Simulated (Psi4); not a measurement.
Internal rotation in SMILES C#CC[Si](F)(F)F, singlet. Scanned: dihedral C2–C3–Si4–F5; all other coordinates were relaxed at B3LYP-D3(BJ)/def2-SVP.

Geometry of the scan point at 30° (Å):
```
10

C      2.4565    -0.1174     0.0796
C      1.2926    -0.4091    -0.0782
C     -0.1191    -0.7214    -0.2565
Si    -1.2447     0.6814     0.2273
F     -0.5704     2.1176     0.0096
F     -2.5885     0.6311    -0.6515
F     -1.6772     0.5872     1.7704
H      3.4911     0.1346     0.2160
H     -0.4095    -1.6074     0.3357
H     -0.3339    -0.9675    -1.3121
```

Level of theory: DF-MP2 (frozen core)/cc-pVTZ // B3LYP-D3(BJ)/def2-SVP (Psi4 1.11).

Scanned values (°): 0, 10, 20, 30, 40, 50, 60, 70, 80, 90, 100, 110.

Q: Describe the profile: where are the wells and the tops?

A: Lower than their neighbours: 60° (0.00 kJ/mol). Higher than their neighbours: 0° (7.83 kJ/mol, end of the scan), 110° (7.25 kJ/mol, end of the scan). The whole profile spans 7.83 kJ/mol.
